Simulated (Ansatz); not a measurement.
Consider the isomerisation: `CBCBC` → `BCBCC`.

Program: Ansatz. Geometries: PBE0-D4/def2-TZVP. ΔE: electronic, gas phase. CCSD(T)/CBS adds triple-zeta CCSD(T) − MP2 to the extrapolated MP2 energy (def2 sets, frozen cores). Functionals use def2-TZVPP. One conformer a species, not always the lowest.

```tsv
level	ΔE (kcal/mol)
PBE	15.7
MP2/CBS(def2)	14.9
```

What does CCSD(T)/CBS give? (An estimate is asked.)

Computed: +14.6 kcal/mol. The listed levels differ from it by 1.1, 0.3 kcal/mol.

Largest T1 diagnostic among the species: 0.011.

In def2-TZVPP, CCSD(T) changes the Hartree–Fock value by +1.3 kcal/mol (the triples alone add +0.2 kcal/mol) and MP2 by +1.6 kcal/mol.

CCSD(T)/CBS has its own doubt, a few kJ/mol and more with outer-core shells, so smaller differences from it don't rank the levels.
